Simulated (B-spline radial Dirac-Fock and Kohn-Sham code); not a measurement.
In the model described below, a K (1s) vacancy in neutral osmium, 1s2 2s2 2p6 3s2 3p6 3d10 4s2 4p6 4d10 4f14 5s2 5p6 5d6 6s2, lives for 0.015 fs, which corresponds to a natural width of 43.2 eV. Out of 1000 such holes, about 963 decay by emitting a photon and the rest by ordinary Auger emission. The strongest X-ray line is Kα1 (K-L3) at 62995.0 eV, with 50 % of the radiative rate. The strongest electron group is K-L2L3 near 50352 eV, with 23 % of the non-radiative rate. The recommended width for the element is 44.6 eV (Campbell and Papp 2001).

The run's input, task.json:

```json
{"items": [{
  "Z": 76,
  "q": 0,
  "cfg": [[1, 0, 2], [2, 0, 2], [2, 1, 6], [3, 0, 2], [3, 1, 6], [3, 2, 10], [4, 0, 2], [4, 1, 6], [4, 2, 10], [4, 3, 14], [5, 0, 2], [5, 1, 6], [5, 2, 6], [6, 0, 2]],
  "A": 192,
  "rrms": 5.4126,
  "do": ["binding", "quiet", "decay"],
  "holes": ["K", "L1", "L2", "L3", "M1", "M2", "M3", "M4", "M5", "N1", "N2", "N3", "N4", "N5", "N6", "N7"]
}]}
```

Run with: `python xray_run.py task.json out`

The computed values come from an atomic code on a B-spline grid: independent-particle rates on relativistic LDA orbitals of the hole state (multipoles up to L = 3, Coulomb Auger matrix elements, transition energies from Dirac-Fock).
